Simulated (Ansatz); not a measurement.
The cluster B6H2⁻. The state is a doublet with charge -1. Geometry PBE0-D4/def2-SVPD; atoms count from 1.

```xyz
8

B     1.0237    0.5688    1.7908
B    -0.0711   -0.2629    0.8293
B    -1.0237   -0.5689   -1.7908
B    -1.0251   -0.9289   -0.2588
B     1.0251    0.9290    0.2588
B     0.0711    0.2629   -0.8293
H     1.3730    0.6370    2.9394
H    -1.3730   -0.6370   -2.9394
```

The structure comes from a short search, and lower isomers may exist.

**Question.** Estimate the Mulliken populations from the PBE0/def2-TZVPD orbitals of Ansatz.

**Answer.** 
| atom | charge (e) | spin (α − β) |
| --- | --- | --- |
| B1 | 0.29 | 0.13 |
| B2 | 0.09 | -0.03 |
| B3 | 0.29 | 0.13 |
| B4 | -0.85 | 0.43 |
| B5 | -0.85 | 0.43 |
| B6 | 0.09 | -0.03 |
| H7 | -0.02 | -0.02 |
| H8 | -0.02 | -0.02 |
Mulliken values and Mayer orders depend strongly on the basis. With diffuse functions, as here, like atoms can get unlike values, and bond orders can come out too low or too high.

**Question.** Where does the spin sit?

**Answer.** Summed by element: B 1.03, H -0.03, of 1 unpaired in all. Largest on single atoms: B5 0.43, B4 0.43, B1 0.13.

**Question.** And the Mayer bond orders between bonded heavy atoms (over 0.3)?

**Answer.** B1–B2 0.70 (1.68 Å); B1–B5 1.25 (1.57 Å); B2–B4 0.87 (1.59 Å); B2–B5 0.67 (1.72 Å); B2–B6 0.79 (1.75 Å); B3–B4 1.25 (1.57 Å); B3–B6 0.70 (1.68 Å); B4–B6 0.67 (1.72 Å); B5–B6 0.87 (1.59 Å). Values over 0.3 also appear between atoms too far apart for a bond (B4–B5 0.48 at 2.81 Å); they arise where an orbital or an unpaired electron spreads over both atoms.
